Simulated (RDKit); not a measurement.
Input file for RDKit: MMFF94 on CH4O2S (a complex).

```python
from rdkit import Chem
from rdkit.Chem import AllChem, rdDetermineBonds

blocks = [
'''3

S     0.17158978    0.50636564   -0.42564313
H     0.09049469   -0.71357678    0.13820265
H    -1.15546315    0.57069981   -0.62406380
''',
'''5

O    -0.20787262   -1.39422841    2.45420746
C    -0.22292026   -0.46165041    3.21363219
O    -0.10716088    0.82343653    2.87770469
H    -0.33682177   -0.55660154    4.30164396
H    -0.00523154    0.89421611    1.90146979
''',
]
mol = None
for b in blocks:
    f = Chem.MolFromXYZBlock(b)
    rdDetermineBonds.DetermineBonds(f, charge=0)
    mol = f if mol is None else Chem.CombineMols(mol, f)
Chem.SanitizeMol(mol)
print(Chem.MolToSmiles(Chem.RemoveHs(mol)))
ff = AllChem.MMFFGetMoleculeForceField(mol, AllChem.MMFFGetMoleculeProperties(mol), nonBondedThresh=100.0, ignoreInterfragInteractions=False)
e = ff.CalcEnergy()
print(f'MMFF94 energy {e:.6f} kcal/mol')
```

Output:

```
O=CO.S
MMFF94 energy -27.455279 kcal/mol
```

The run finished.

Cost: very roughly 0.010 core-seconds.
